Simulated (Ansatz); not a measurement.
C3HGeN3, SMILES `N#[C][GeH]([C]#N)[C]#N`, relaxed with RKS PBE0-D4/def2-TZVP in the Gaussian-basis code of Ansatz from a PBE-D4/def2-SVP geometry. The force threshold is 0.005 eV/Å; the program also tests the step.

The species carries charge 0 and has multiplicity 1.

Start:

```xyz
8

N    -0.351   -2.699   -1.174
C    -0.085   -1.619   -0.802
Ge    0.390    0.150   -0.230
C     0.683    0.116    1.666
N     0.885    0.114    2.820
C    -1.122    1.287   -0.549
N    -2.032    1.997   -0.758
H     1.632    0.653   -0.974
```

**Question.** How much energy does the relaxation release, and in how many steps? (Best estimate.)

**Answer.** Computed: 0.10 eV, in 3 steps.

**Question.** Which bonds change most? (An estimate is asked.)

**Answer.** Ansatz gave: N1–C2 from 1.173 to 1.150 Å; C6–N7 from 1.172 to 1.150 Å; C4–N5 from 1.172 to 1.150 Å; Ge3–H8 from 1.533 to 1.519 Å.

**Question.** Give the relaxed structure. (Estimate.)

**Answer.** Computed: 
```xyz
8

N    -0.343   -2.667   -1.143
C    -0.085   -1.604   -0.786
Ge    0.384    0.156   -0.230
C     0.676    0.108    1.652
N     0.881    0.090    2.784
C    -1.119    1.281   -0.550
N    -2.009    1.978   -0.762
H     1.615    0.657   -0.966
```
